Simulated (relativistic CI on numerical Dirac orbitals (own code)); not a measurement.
**Line list: Forbidden lines, Ir29+**

These numbers are calculated, not measured: Dirac-Coulomb-Breit CI, KLI orbitals optimised for each configuration, QED by a radiative potential, unscaled Slater integrals (own radial code, finite nucleus).

Configuration list (outside the closed core [Ar] 3d10): 4s2 4p6 4d10 4f2, 4s2 4p6 4d9 4f3, 4s2 4p6 4d10 4f 5s, 4s2 4p6 4d10 4f 5p, 4s2 4p6 4d10 5s2, 4s2 4p5 4d10 4f3, 4s2 4p6 4d10 5s 5p, 4s2 4p6 4d10 4f 5d, 4s2 4p6 4d10 5p2, 4s2 4p6 4d10 5s 5d, 4s 4p6 4d10 4f3, 4s2 4p6 4d9 4f2 5s, 4s2 4p6 4d9 4f 5s2, 4s2 4p6 4d10 5p 5d, 4s2 4p6 4d10 4f 5f, 4s2 4p6 4d9 4f2 5p. Levels of other configurations are missing.

```tsv
λ vac (nm)	Lower	Upper	Type	A (s⁻¹)	log gf
5.6509	4s2 4p6 4d10 4f2 3H_6 [6]	4s2 4p6 4d9 4f3 1L°_8 [116]	M2	2.01e+03	-7.79
5.7019	4s2 4p6 4d10 4f2 3H_6 [6]	4s2 4p6 4d9 4f3 3K°_8 [98]	M2	6.94e+03	-7.24
5.7377	4s2 4p6 4d10 4f2 3H_6 [6]	4s2 4p6 4d9 4f3 3K°_8 [88]	M2	5.70e+02	-8.32
5.7951	4s2 4p6 4d10 4f2 3H_6 [6]	4s2 4p6 4d9 4f3 3K°_8 [67]	M2	3.39e+03	-7.54
5.8624	4s2 4p6 4d10 4f2 3H_6 [6]	4s2 4p6 4d9 4f3 5I°_8 [52]	M2	2.25e+03	-7.71
5.8918	4s2 4p6 4d10 4f2 1I_6 [11]	4s2 4p6 4d9 4f3 3K°_8 [88]	M2	1.21e+03	-7.97
89.866	4s2 4p6 4d10 4f2 3P_1 [10]	4s2 4p6 4d10 4f2 1S_0 [13]	M1	6.87e+03	-6.08
123.18	4s2 4p6 4d10 4f2 3F_3 [5]	4s2 4p6 4d10 4f2 3P_2 [12]	M1	4.90e+02	-6.25
136.33	4s2 4p6 4d10 4f2 3H_5 [3]	4s2 4p6 4d10 4f2 1I_6 [11]	M1	8.35e+02	-5.52
156.59	4s2 4p6 4d10 4f2 3F_2 [2]	4s2 4p6 4d10 4f2 1D_2 [7]	M1	8.02e+02	-5.83
156.90	4s2 4p6 4d9 4f3 5L°_9 [43]	4s2 4p6 4d9 4f3 3K°_8 [98]	M1	8.57e+02	-5.27
192.17	4s2 4p6 4d9 4f3 5L°_8 [33]	4s2 4p6 4d9 4f3 3M°_9 [73]	M1	7.64e+02	-5.10
206.25	4s2 4p6 4d10 4f2 3H_4 [1]	4s2 4p6 4d10 4f2 1G_4 [4]	M1	3.75e+02	-5.67
219.40	4s2 4p6 4d10 4f2 3H_6 [6]	4s2 4p6 4d10 4f2 1I_6 [11]	M1	2.56e+02	-5.62
225.97	4s2 4p6 4d10 4f2 1D_2 [7]	4s2 4p6 4d10 4f2 3P_2 [12]	M1	9.27e+02	-5.45
252.86	4s2 4p6 4d10 4f2 1G_4 [4]	4s2 4p6 4d10 4f2 3F_4 [9]	M1	5.86e+02	-5.30
257.40	4s2 4p6 4d10 4f2 3F_3 [5]	4s2 4p6 4d10 4f2 3F_4 [9]	M1	6.69e+02	-5.22
291.42	4s2 4p6 4d10 4f2 3H_4 [1]	4s2 4p6 4d10 4f2 3H_5 [3]	M1	9.24e+02	-4.89
360.06	4s2 4p6 4d10 4f2 3H_5 [3]	4s2 4p6 4d10 4f2 3H_6 [6]	M1	4.35e+02	-4.96
371.26	4s2 4p6 4d10 4f2 3F_2 [2]	4s2 4p6 4d10 4f2 3F_3 [5]	M1	4.24e+02	-5.21
```

Terms are leading LS components. Brackets give the number of a level in order of energy, since labels repeat. The list gives strong lines, with weight on those to low levels, among the lowest 200 of 1671 levels, so that lines to higher ones, which can be the strongest, are missing. Levels whose partners in the same complex of configurations lie outside the list can be far off, and so can their lines. Rates are taken at the computed energies, electric ones in the length gauge.

At this charge energies of transitions that change n are usually good to better than 1 %, and those within a shell (Δn = 0) to a few per cent. Terms inside the open d or f shell come out 10 to 20 % too wide with unscaled integrals.

LS names give the leading component of a level, which can be under half, so a name can repeat, a term be missing and a line seem to break the LS rules.
